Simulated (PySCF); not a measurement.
A run for PySCF: R-BP86/6-31G* on GaH6N3 (SMILES [NH2][Ga]([NH2])[NH2]), a point of a torsion scan.

```python
from pyscf import gto, scf, dft, mp
from pyscf.data.elements import chemcore

mol = gto.M(
    atom='''
    N    -0.45898563    1.54516442    0.25340319
    Ga   -0.30247244    0.05784452   -0.79592149
    N    -0.88994434   -1.55163456   -0.16821497
    N     0.76576640    0.10665914   -2.27438216
    H    -1.21287371    1.62576140    0.92479665
    H    -0.26248761    2.46119351   -0.13162043
    H    -0.98778811   -2.34918655   -0.78397421
    H    -1.59640908   -1.60099906    0.55522893
    H     0.95957594    0.97629550   -2.75481596
    H     0.76276881   -0.65130198   -2.94528893
    ''',
    basis='6-31g*',
    cart=True,
    charge=0, spin=0, verbose=3, max_memory=1800)
mf = dft.RKS(mol, xc='b88,p86')
mf.conv_tol = 1e-8
mf.max_cycle = 100
mf.kernel()
if not mf.converged:
    mf = mf.newton().run(mf.mo_coeff, mf.mo_occ)
```

The log:

```
converged SCF energy = -2092.74756670659
```

The calculation finished and met its thresholds.

Cost: about 13 core-seconds (a rough figure).
